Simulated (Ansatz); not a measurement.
Reaction (SMILES): [SiH]F (F-SiH) (closed-shell singlet) → F atom + H atom + Si atom
B3LYP-D3(BJ)/def2-TZVP geometries, fixed; electronic energies without zero-point terms.

Effect of the final integration grid (spheres per factor e of radius in core and valence, angular degree) at PBE/def2-TZVPP with Ansatz (a quantum-chemistry and plane-wave program), against the last row, where the atomisation energy is 218.39 kcal/mol. Open shells are unrestricted. The default's grid is 13, 11, 36.

| setting | largest shift of a total energy (mEh) | shift of the atomisation energy (kcal/mol) |
|---|---|---|
| accuracy: medium (default) | 0.000 | 0.000 |
| final_grid: 4, 3, 11 | -0.215 | -0.216 |
| final_grid: 6, 5, 17 | 0.072 | -0.041 |
| final_grid: 8, 7, 23 | -0.007 | 0.004 |
| final_grid: 10, 9, 29 | 0.003 | -0.002 |
| final_grid: 18, 15, 47 | 0.000 | 0.000 |
| final_grid: 26, 22, 59 | 0.000 | 0.000 |

Within 0.02 kcal/mol in the atomisation energy: accuracy: medium (default); final_grid: 8, 7, 23; final_grid: 10, 9, 29; final_grid: 18, 15, 47. The largest shift is 0.215 mEh in a total energy and 0.216 kcal/mol in the difference.
